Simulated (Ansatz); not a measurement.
Computed with Ansatz on PBE0-D4/def2-TZVP structures; ΔE is electronic, products minus reactants. CCSD(T)/CBS is the MP2 limit (def2-TZVPP, def2-QZVPP) plus CCSD(T) − MP2 in def2-TZVPP, frozen cores. This one scheme is used for every species. DFT in def2-TZVPP. def2 core potentials past Kr. For Sn outer-core shells are correlated without core-valence functions, which leaves a few kJ/mol of doubt a bond. Each species was taken in one conformer, which may not be the lowest.

Reaction (hydrogenolysis of the Sn–O bond): `C[O][SnH]([OH])[OH]` + H₂ → `[OH][SnH2][OH]` + CH₃OH

CCSD(T)/CBS gives +3.7 kcal/mol.

**Question.** Another level gave +0.9 kcal/mol. Which?
A. HF/def2-TZVPP
B. BHLYP/def2-TZVPP
C. B97M-V/def2-TZVPP
D. CCSD(T)/def2-TZVPP

**Answer.** C. B97M-V 0.9, CCSD(T)/def2-TZVPP 2.2, HF/def2-TZVPP -2.6, BHLYP -1.1 kcal/mol.

Largest T1 diagnostic among the species: 0.014.

From PBE to PBE0 (25 % exact exchange), in def2-TZVPP and without D4, ΔE moves by −1.5 kcal/mol. Leaving LDA and LC-ωPBE aside and taking each functional with its dispersion term where it has one, the values, not all of them listed here, spread over 3.8 kcal/mol, from HSE06-D4 to BLYP-D4.
